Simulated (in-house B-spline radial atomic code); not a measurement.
A fraction x of an electron is removed from 4f in Dy IV (Dy3+), starting from [Xe] 4f9 and keeping the highest spin. All numbers are computed (scalar-relativistic (X2C) OLYP, spin-polarised, spherical fractional occupations; Fermi nucleus of rms radius 5.2218 fm) with a radial B-spline atomic code at the basis-set limit, not measured.

```
   x  E(x) - E(0) (eV)  4f down level (eV)
   0            0.0000             -32.559
 0.1            3.3487             -34.420
0.24            8.3523             -37.068
0.32           11.3791             -38.603
0.47           17.3877             -41.521
 0.5           18.6421             -42.111
0.53           19.9143             -42.703
0.66           25.6335             -45.292
0.79           31.6918             -47.919
0.96           40.1338             -51.410
```
